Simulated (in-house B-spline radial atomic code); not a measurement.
## Al V (Al4+): [He] 2s2 2p5

Computed with a B-spline radial code for spherical atoms: non-relativistic Hartree-Fock, spin-polarised, averaged over the determinants with the given up and down occupations, point nucleus.

Screening seen three ways: the hydrogenic charge with the same mean radius, Z_r = [3n² - l(l+1)]/(2<r>), the one with the same energy, Z_e = n√(-2ε), and Slater's rules. Values are occupation-weighted means over spin.

```tsv
shell	electrons	ε (eV)	<r> (bohr)	Z_r	Z_e	Slater
1s	2	-1670.7	0.1201	12.48	11.08	12.70
2s	2	-199.3	0.6019	9.97	7.65	9.20
2p	5	-157.47	0.5651	8.85	6.80	9.20
```

The least bound orbital is 2p down at -154.8 eV, while the most diffuse is 2s down (<r> = 0.6054 bohr against 0.5684 bohr): energy order and size order differ.

The density falls to 0.001 bohr⁻³ at 1.821 bohr; Σ<r²> = 2.8867 bohr² gives, by the non-relativistic formula and without the paramagnetism of open shells, a Langevin diamagnetic susceptibility of -2.286×10⁻⁶ cm³/mol.
